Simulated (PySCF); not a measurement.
## Two-component Hartree-Fock for Ge⁺ (germanium, charge +1)

Start: [Ar] 3d10 4s1 4p2; 4s1/2 filled at m_j = +1/2; 4p3/2 filled at m_j = +1/2, +3/2. Calculated with PySCF 2.14 in x2c-SVPall-2c with one added diffuse shell each of s, p, d type (6s7p4d, 47 functions): generalised Hartree-Fock with the X2C-1e Hamiltonian and a Gaussian nucleus; one run each with spin-orbit coupling (SO) switched off, then screened by Boettger's factors. This is a chosen level, not necessarily the ground level.

| spinor shell | electrons | ε, spin-free (eV) | ε, screened SO (eV) | weight of nominal j (screened SO) | rms radius, screened SO (bohr) |
| --- | --- | --- | --- | --- | --- |
| 1s1/2 | 2 | -11185.3 | -11185.2 | 1.000 | 0.0542 |
| 2s1/2 | 2 | -1463.4 | -1463.4 | 1.000 | 0.227 |
| 2p1/2 | 2 | -1275.9 | -1297.8 | 1.000 | 0.201 |
| 2p3/2 | 4 | -1275.9 | -1265.3 | 1.000 | 0.204 |
| 3s1/2 | 2 | -211.80 | -211.83 | 1.000 | 0.669 |
| 3p1/2 | 2 | -152.25 | -155.35 | 0.997 | 0.694 |
| 3d3/2 | 4 | -54.044 | -54.479 | 0.963 | 0.812 |
| 3d5/2 | 6 | -54.044 | -53.813 | 0.975 | 0.814 |
| 4s1/2 | 1 | -27.799 | -27.809 | 0.999 | 2.20 |
| 4p3/2 | 2 | -17.096 | -17.064 | 0.818 | 2.70 |

Task: Where does 3p3/2 lie, and what is the 3p spin-orbit splitting (screened SO)?

Result: At -150.80 eV, 4.555 eV above 3p1/2.

```csv
quantity,spin-free,screened SO
E (hartree),-2096.23385,-2096.29212
M_J,5/2,5/2
⟨J²⟩,8.756,8.756
⟨L²⟩,2.004,2.010
⟨S²⟩,3.752,3.750
```

Each row is a mean over spinors that exchange with the open shell spreads, by up to 0.809 eV (3s1/2).

Rows whose weight is well below 1 are mixtures of j = l ± 1/2: exchange outweighs spin-orbit coupling there, and the label is only the starting occupation.

Without spin-orbit coupling the j labels of p, d and f shells carry no meaning; the spin-free column gives the mean over the occupied spinors of each nl shell.
